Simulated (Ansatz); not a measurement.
Consider the atomization: `C1=NC[SiH2]1` → 2 C• + 5 H• + N• + Si•.

Calculated with Ansatz (gas phase, PBE0-D4/def2-TZVP geometries, no zero-point term in ΔE). CBS: MP2 limit from def2 TZ/QZ plus the TZ coupled-cluster correction, frozen cores. This one scheme is used for every species, atoms too. DFT in def2-TZVPP. B3LYP here is the variant with VWN-RPA as its local correlation; programs differ in this. HSE06 is defined as in plane-wave codes. No spin–orbit coupling; open shells (•) take unrestricted orbitals. Spin–orbit coupling would lower the free atoms: a little for C, Si.

```
          level  ΔE (kcal/mol)  difference from CCSD(T)/CBS
      r2SCAN-D4          796.4                          0.3
       B3LYP-D4          798.5                          2.4
     r2SCANh-D4          790.8                         -5.3
   CAM-B3LYP-D4          800.4                          4.3
        ωB97X-V          802.2                          6.1
            PBE          814.2                         18.1
         revPBE          785.6                        -10.5
           BLYP          790.4                         -5.7
        r2SCANh          789.8                         -6.3
        r2SCAN0          781.6                        -14.5
          HSE06          798.5                          2.4
      CAM-B3LYP          797.0                          0.9
    HF/def2-SVP          560.4                       -235.7
 MP2/def2-TZVPP          784.5                        -11.6
CCSD/def2-TZVPP          758.7                        -37.4
 MP2/def2-QZVPP          798.2                          2.1
    CCSD(T)/CBS          796.1                            0
```

Largest T1 diagnostic among the species: 0.013.

At CCSD(T), def2-SVP lies −48.0 kcal/mol from the extrapolated value and def2-TZVPP −23.0 kcal/mol: correlation converges slowly with the basis, and small sets miss more of it in the bonded molecule than in its fragments. The D4 term adds +6.6 kcal/mol with B3LYP and +3.4 kcal/mol with PBE0; it sums over pairs of atoms, weighted by their polarisabilities, and B3LYP, whose exchange is more repulsive, gets the larger term.

For atomizations the MP2-based limit and the directly extrapolated one differ by several kJ/mol either way, and by 10 to 25 for some Ge, Se and Sn compounds, so smaller differences from it don't rank the levels.
